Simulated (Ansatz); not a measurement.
Fe2Co. The state is a octet with charge 0. Geometry PBE0-D4/def2-TZVP; atoms count from 1.

```tsv
atom	x (Å)	y (Å)	z (Å)
Fe1	-1.0574	0.7864	0.5527
Fe2	1.3919	0.3624	-0.0126
Co3	-0.3345	-1.1488	-0.5402
```

The charge 0 octet is spin-contaminated (final ⟨S²⟩ up to 16.90, 15.75 for a pure state). The geometry of the octet was relaxed on an unsound state (⟨S²⟩ 16.90, where a pure state has 15.75). The structure comes from a short search, and lower isomers may exist.

**Question.** Estimate the Mulliken populations from the PBE0/def2-TZVP orbitals of Ansatz.

**Answer.** 
| atom | charge (e) | spin (α − β) | d electrons |
| --- | --- | --- | --- |
| Fe1 | -0.03 | 2.65 | 6.82 |
| Fe2 | -0.05 | 2.63 | 6.79 |
| Co3 | 0.08 | 1.72 | 7.96 |
Mulliken values and Mayer orders depend strongly on the basis.

**Question.** Where does the spin sit?

**Answer.** Summed by element: Fe 5.28, Co 1.72, of 7 unpaired in all. Largest on single atoms: Fe1 2.65, Fe2 2.63, Co3 1.72.

**Question.** And the Mayer bond orders between bonded heavy atoms (over 0.3)?

**Answer.** Fe1–Fe2 0.64 (2.55 Å); Fe1–Co3 0.90 (2.34 Å); Fe2–Co3 0.87 (2.35 Å).
